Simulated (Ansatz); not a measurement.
Geometry optimisation, Ansatz, RKS PBE/def2-SVP.

input.yaml

```yaml
crystal:
  periodic: [false, false, false]
  atoms:
    - { symbol: Ga, position_ang: [-0.051309, 0.481033, -0.022601] }
    - { symbol: H, position_ang: [-0.539043, -0.99356, 2.271503] }
    - { symbol: O, position_ang: [1.603378, -0.087594, -0.443087] }
    - { symbol: H, position_ang: [1.603857, -0.741054, -1.166379] }
    - { symbol: O, position_ang: [-1.588829, 0.020911, -0.825822] }
    - { symbol: H, position_ang: [-1.449459, -0.614535, -1.551372] }
    - { symbol: O, position_ang: [-0.197671, 1.693823, 1.28632] }
    - { symbol: Si, position_ang: [0.852595, 2.752168, 2.051669] }
    - { symbol: H, position_ang: [1.711553, 2.028357, 3.057183] }
    - { symbol: H, position_ang: [1.756696, 3.454182, 1.069863] }
    - { symbol: H, position_ang: [0.027868, 3.781094, 2.773017] }
    - { symbol: H, position_ang: [-0.513537, -0.269726, 2.265505] }
basis:
  gaussian: { orbitals: def2-SVP }
hamiltonian:
  xc: pbe
relax:
  f_tol: 0.03
  max_steps: 50
```

Launched with:

```bash
$ ansatz run input.yaml --threads 4 --pin off --max-ram 5120MiB --backend cpu --events-out ev --progress --plain --runs-dir out
```

Problem. Where does it end, and by what steps?

Solution. The run converged. The force dipped under the threshold on the way, but the program's further checks kept it going. After 7 steps the energy has fallen by 0.075 eV; H2 moved furthest, 0.28 Å.

```tsv
step	energy less start (eV)	largest force component (eV/Å)	accepted
0	0.0000	1.929	yes
1	-0.0706	0.065	yes
2	-0.0728	0.046	yes
3	-0.0733	0.161	yes
4	-0.0740	0.073	yes
5	-0.0744	0.016	yes
6	-0.0746	0.013	yes
7	-0.0747	0.023	yes
```

```xyz
12
Properties=species:S:1:pos:R:3
Ga -0.065 0.537 -0.019
H -0.472 -1.236 2.152
O 1.578 -0.110 -0.365
H 1.574 -0.789 -1.065
O -1.598 0.086 -0.838
H -1.466 -0.610 -1.508
O -0.206 1.838 1.200
Si 0.866 2.830 2.020
H 1.680 2.053 3.024
H 1.815 3.527 1.077
H 0.063 3.869 2.752
H -0.552 -0.491 2.337
```

Whether the end is a true minimum wasn't checked by a vibrational analysis.

The run took 8.4 s on 4 threads of Intel(R) Xeon(R) Platinum 8488C (Sapphire Rapids) (shared host), peak memory 0.2 GiB.
